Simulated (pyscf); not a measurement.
•HP–GaH₂ → [H₂P–GaH]• (hydrogen shift; doublet surface; Ga–H broken, H–P formed). PySCF, gas phase, ωB97X-D3(BJ)/def2-SVP geometries. MP2 and CC: frozen core, UHF for open shells. ΔMP2 is the change of the MP2 total energy from the triple- to the quadruple-zeta basis. Energies in kcal/mol from the reactant's lowest minimum found.

```
level                             barrier  reaction energy
--------------------------------  -------  ---------------
ωB97X-D3(BJ)/def2-TZVP               29.6             -4.6
B3LYP-D3(BJ)/def2-TZVP               25.1             -6.2
M06-2X/def2-TZVP                     24.9             -7.9
ωB97M-D3(BJ)/def2-TZVP                  ?             -6.2
HF/def2-TZVP                         42.2             -0.9
MP2/def2-QZVPP                       27.5             -4.5
CCSD(T)/def2-TZVPP + ΔMP2(QZVPP)        ?                ?
```

### Question
Some entries are withheld; supply them.

### Answer

- ωB97M-D3(BJ)/def2-TZVP, barrier: 27.1
- CCSD(T)/def2-TZVPP + ΔMP2(QZVPP), barrier: 26.0
- CCSD(T)/def2-TZVPP + ΔMP2(QZVPP), reaction energy: -3.5

This is the saddle that the search found; another between the same sides may lie lower. The CCSD(T) − MP2 part came from Ansatz, without density fitting, on the same reference. The frozen core leaves the outer d or s,p core shells of the metals and heavy elements correlated in the MP2 and CC values, and def2-TZVPP describes them poorly, which can shift differences by a few kcal/mol. Elements up to Kr have no core potential and no relativistic terms here.
